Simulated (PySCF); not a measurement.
CH₃F₂In, SMILES [CH3][In]([F])[F]. Atoms are numbered in the order given.

```xyz
7

In     0.0047    -0.0021     0.0039
F     -1.7707    -0.7921    -0.2843
F      0.0325     1.7465    -0.8907
C      1.6236    -0.8958     1.0958
H      1.9736    -0.1770     1.8483
H      2.4330    -1.1182     0.3876
H      1.2647    -1.8162     1.5727
```
Charge 0, spin multiplicity 1.

Geometry optimised at B3LYP-D3(BJ)/def2-SVP. The def2 effective core potentials stand for the cores of In; spin–orbit coupling is left out.

The numbers are results of PySCF with HF/def2-TZVPD, not measurements.

Mulliken values depend strongly on the basis, most of all with diffuse functions as here. ESP charges are fitted to the potential on shells at 1.4 to 2.0 van der Waals radii. Atomic charges (e):

| atom | Mulliken | ESP fit |
|---|---|---|
| In1 | 1.66 | 1.48 |
| F2 | -0.71 | -0.59 |
| F3 | -0.71 | -0.59 |
| C4 | -0.90 | -1.13 |
| H5 | 0.21 | 0.28 |
| H6 | 0.21 | 0.28 |
| H7 | 0.24 | 0.28 |
